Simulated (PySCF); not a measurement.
PySCF input file for C3H3BFNO, SMILES N#C[C@@H]1COB1F, HF/pcSseg-1. The structure is a stationary point at B3LYP-D3(BJ)/def2-SVP. The structure was generated by enumeration; whether it is a known compound was not checked.

```python
import numpy as np
from pyscf import gto, scf, dft
from pyscf.prop.nmr import rhf as nmr

mol = gto.M(
    atom='''
    N     2.74947660   -0.27642288   -0.16986365
    C     1.66095015   -0.24192696    0.22787018
    C     0.29094534   -0.20490821    0.69729234
    C    -0.66411462   -1.34241620    0.23139515
    O    -1.59413975   -0.43152532   -0.43323906
    B    -0.80592336    0.62666025   -0.12638141
    F    -1.00598487    1.88261961   -0.44304529
    H     0.25773286   -0.02552277    1.78351681
    H    -0.22540825   -2.04373357   -0.49177213
    H    -1.16874745   -1.88495063    1.04318203
    ''',
    basis='pcSseg-1',
    charge=0,
    spin=0,
    max_memory=1600,
    verbose=3,
)
mf = scf.RHF(mol)
mf.conv_tol = 1e-10
mf.max_cycle = 100
mf.kernel()
n = nmr.NMR(mf)
n.verbose = 2
n.max_cycle_cphf = 60
sigma = n.kernel()
print('atom   isotropic/ppm   span/ppm')
for i, s in enumerate(sigma):
    w = np.linalg.eigvalsh((s + s.T) / 2)
    print(f'{mol.atom_symbol(i):2s}{i + 1:3d} {w.mean():14.3f} {w[2] - w[0]:11.3f}')
```

Log of the run:

```
converged SCF energy = -368.80872692033
atom   isotropic/ppm   span/ppm
N   1        -53.774     516.464
C   2         65.510     358.230
C   3        177.635      27.737
C   4        129.095      52.658
O   5        169.739     308.196
B   6         86.493      27.443
F   7        295.697     196.723
H   8         29.234      10.707
H   9         27.482       7.185
H  10         27.420       8.452
```

Self-consistency was reached.
